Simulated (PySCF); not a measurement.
A geometry optimisation on `N(B(C)O)C`.

Computed with PBE0-D3(BJ)/def2-SVP geometry optimisation, gas phase (PySCF 2.14.0). Start geometry: GFN2-xTB. A driver script takes a list of jobs; this job's settings line and coordinates (Å) are shown.

Command:
```bash
OMP_NUM_THREADS=1 python probes_run.py task.json out
```

Input:
```
{"job": {"xc": "PBE0", "basis": "def2-SVP", "d3": "d3bj", "grid": 1, "shake": 0.01, "kind": "geom"}, "charge": 0, "multiplicity": 1}
C      1.573840    -0.983330    -0.001240
N      0.995230     0.364910     0.096890
B     -0.355130     0.775790     0.050330
C     -1.499900    -0.263790    -0.125020
O     -0.540160     2.120520     0.174000
H      0.741970    -1.671450    -0.120400
H      2.226140    -1.042890    -0.872230
H      2.143920    -1.210240     0.884710
H      1.701760     1.089810     0.232110
H     -1.546210    -1.003700     0.690370
H     -1.451990    -0.818280    -1.047390
H     -2.501090     0.221510    -0.119380
H     -1.482560     2.404260     0.146920
```

Output:
```
step   0  E = -235.50805093  max force = 0.036473
step   1  E = -235.51049479  max force = 0.007751
step   2  E = -235.51210307  max force = 0.004919
step   3  E = -235.51227834  max force = 0.005092
step   4  E = -235.51259493  max force = 0.001068
step   5  E = -235.51261697  max force = 0.001095
step   6  E = -235.51263516  max force = 0.000240
step   7  E = -235.51263699  max force = 0.000151
optimisation converged
```

Energies in Eh; «max force» is the largest Cartesian gradient component in Eh/bohr.

**Question.** How much energy does the optimisation release, in kJ/mol?

**Answer.** E(step 0) − E(last step) = 0.004586 Eh, which is 12.0 kJ/mol.

**Question.** Give the first gradient maximum in eV/Å.

**Answer.** With 1 Eh/bohr = 51.422 eV/Å, 1.876 eV/Å.

Summary of the converged run: final energy -235.51264 Eh after 7 steps; dipole 0.72 D.

**Question.** Where do the atoms end?

**Answer.** 0.033 Å rms from the input after alignment:
```
atom  x, y, z in Å
C1     1.5896   -0.8638   -0.1873
N2     1.0013    0.4279    0.0201
B3    -0.3638    0.7617    0.1244
C4    -1.5106   -0.3300    0.0107
O5    -0.6349    2.0965    0.3300
H6     0.8038   -1.6259   -0.2816
H7     2.1971   -0.9093   -1.1095
H8     2.2421   -1.1731    0.6497
H9     1.6622    1.1918    0.1071
H10   -1.4145   -1.0966    0.7972
H11   -1.4627   -0.8612   -0.9542
H12   -2.5217    0.0989    0.0956
H13   -1.5765    2.2680    0.3930
```

**Question.** Estimate the wall time. Hardware: Arm Neoverse V1, one thread, shared host. And the peak memory of the process?

**Answer.** About 32 s, with 0.45 GiB resident at the peak, the Python interpreter and its libraries included.
Labels such as C1 count atoms from 1, the log's own numbers from 0.
